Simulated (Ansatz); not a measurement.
mer-VF3(H2O)3 (VO₃F₃H₆). Charge 0, multiplicity 3. Geometry r2SCAN-D4/def2-SVP.

```xyz
13

V     0.116    0.217    0.181
F     1.060    0.659   -1.313
F    -1.129   -0.794    1.142
F     0.410    1.607    1.279
O    -0.212   -1.577   -1.056
H    -0.444   -1.340   -1.964
H    -1.006   -1.930   -0.622
O     2.009   -0.534    0.786
H     2.280    0.154    1.417
H     2.432   -0.272   -0.055
O    -1.741    1.172   -0.307
H    -1.609    2.029    0.134
H    -2.167    0.611    0.377
```

Estimate the α-spin orbital energies around the gap (eV) in Ansatz with HF/def2-TZVP, r2SCAN-D4/def2-TZVPD, PBE0-D4/def2-SVP, CAM-B3LYP-D4/def2-TZVP, ωB97M-V/def2-TZVP.


```json
{"orbital": "HOMO−5", "HF/def2-TZVP": "-15.77", "r2SCAN-D4/def2-TZVPD": "-8.95", "PBE0-D4/def2-SVP": "-10.02", "CAM-B3LYP-D4/def2-TZVP": "-12.08", "ωB97M-V/def2-TZVP": "-13.04"}
{"orbital": "HOMO−4", "HF/def2-TZVP": "-15.12", "r2SCAN-D4/def2-TZVPD": "-8.51", "PBE0-D4/def2-SVP": "-9.53", "CAM-B3LYP-D4/def2-TZVP": "-11.53", "ωB97M-V/def2-TZVP": "-12.48"}
{"orbital": "HOMO−3", "HF/def2-TZVP": "-15.06", "r2SCAN-D4/def2-TZVPD": "-8.49", "PBE0-D4/def2-SVP": "-9.45", "CAM-B3LYP-D4/def2-TZVP": "-11.52", "ωB97M-V/def2-TZVP": "-12.45"}
{"orbital": "HOMO−2", "HF/def2-TZVP": "-14.90", "r2SCAN-D4/def2-TZVPD": "-8.42", "PBE0-D4/def2-SVP": "-9.37", "CAM-B3LYP-D4/def2-TZVP": "-11.41", "ωB97M-V/def2-TZVP": "-12.35"}
{"orbital": "HOMO−1", "HF/def2-TZVP": "-13.89", "r2SCAN-D4/def2-TZVPD": "-4.66", "PBE0-D4/def2-SVP": "-6.43", "CAM-B3LYP-D4/def2-TZVP": "-8.37", "ωB97M-V/def2-TZVP": "-9.34"}
{"orbital": "HOMO", "HF/def2-TZVP": "-13.61", "r2SCAN-D4/def2-TZVPD": "-4.43", "PBE0-D4/def2-SVP": "-6.17", "CAM-B3LYP-D4/def2-TZVP": "-8.13", "ωB97M-V/def2-TZVP": "-9.09"}
{"orbital": "LUMO", "HF/def2-TZVP": "2.19", "r2SCAN-D4/def2-TZVPD": "-2.71", "PBE0-D4/def2-SVP": "-1.26", "CAM-B3LYP-D4/def2-TZVP": "-0.30", "ωB97M-V/def2-TZVP": "0.91"}
{"orbital": "LUMO+1", "HF/def2-TZVP": "3.65", "r2SCAN-D4/def2-TZVPD": "-1.06", "PBE0-D4/def2-SVP": "-0.05", "CAM-B3LYP-D4/def2-TZVP": "0.45", "ωB97M-V/def2-TZVP": "1.05"}
{"orbital": "LUMO+2", "HF/def2-TZVP": "3.96", "r2SCAN-D4/def2-TZVPD": "-0.92", "PBE0-D4/def2-SVP": "0.31", "CAM-B3LYP-D4/def2-TZVP": "1.13", "ωB97M-V/def2-TZVP": "2.19"}
{"orbital": "LUMO+3", "HF/def2-TZVP": "4.22", "r2SCAN-D4/def2-TZVPD": "-0.52", "PBE0-D4/def2-SVP": "0.62", "CAM-B3LYP-D4/def2-TZVP": "1.47", "ωB97M-V/def2-TZVP": "2.58"}
{"orbital": "LUMO+4", "HF/def2-TZVP": "5.23", "r2SCAN-D4/def2-TZVPD": "-0.01", "PBE0-D4/def2-SVP": "1.66", "CAM-B3LYP-D4/def2-TZVP": "1.74", "ωB97M-V/def2-TZVP": "2.62"}
{"orbital": "LUMO+5", "HF/def2-TZVP": "5.50", "r2SCAN-D4/def2-TZVPD": "0.20", "PBE0-D4/def2-SVP": "1.91", "CAM-B3LYP-D4/def2-TZVP": "1.95", "ωB97M-V/def2-TZVP": "2.77"}
{"orbital": "β HOMO", "HF/def2-TZVP": "-14.88", "r2SCAN-D4/def2-TZVPD": "-8.39", "PBE0-D4/def2-SVP": "-9.39", "CAM-B3LYP-D4/def2-TZVP": "-11.37", "ωB97M-V/def2-TZVP": "-12.31"}
{"orbital": "β LUMO", "HF/def2-TZVP": "2.18", "r2SCAN-D4/def2-TZVPD": "-1.51", "PBE0-D4/def2-SVP": "-0.15", "CAM-B3LYP-D4/def2-TZVP": "0.39", "ωB97M-V/def2-TZVP": "1.00"}
```
